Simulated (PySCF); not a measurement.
# Polarisability and C₆ of Nb⁺ (niobium, charge +1)

[Kr] 4d4, high-spin 5D determinant. Calculation: PySCF 2.14, in x2c-TZVPPall with one added diffuse shell each of s, p, d, f type (9s7p7d3f1g, 95 functions); the spin-free X2C one-electron Hamiltonian (Gaussian nucleus). Coupled (time-dependent) response in atomic units; α is the mean over directions.

```csv
method,mean α (bohr³),"α xx, yy, zz",C₆ (like pair),S(−4)
UHF,23.12,"20.32, 20.32, 28.74",146.9,393.6
PBE,30.86,"34.44, 34.44, 23.72",205.4,752.9
PBE0,25.84,"25.64, 25.64, 26.25",166.2,521.5
```

S(−4) is the Cauchy moment in α(ω) = α(0) + S(−4) ω² + …

Spin-orbit coupling is absent.

α(iu) at PBE0:

| u (hartree) | α(iu) (bohr³) |
| --- | --- |
| 0 | 25.84 |
| 0.0500 | 24.64 |
| 0.100 | 21.91 |
| 0.200 | 16.52 |
| 0.300 | 12.92 |
| 0.500 | 8.832 |
| 0.750 | 6.156 |
| 1.00 | 4.587 |
| 1.50 | 2.832 |
| 2.00 | 1.909 |
| 3.00 | 1.023 |
| 5.00 | 0.4302 |

A single London oscillator, α(iu) = α/(1 + u²/ω²), gives C₆ = (3/4) ω α². Matching the computed C₆ needs ω = 4 × 166.2 / (3 × 25.84²) = 0.332 hartree.

For an ion, C₆ is the dispersion term alone; charge-induced terms of lower order in 1/R come first.

The components differ because the open shell of this determinant is not spherical; for a pure term their mean is the scalar polarisability.
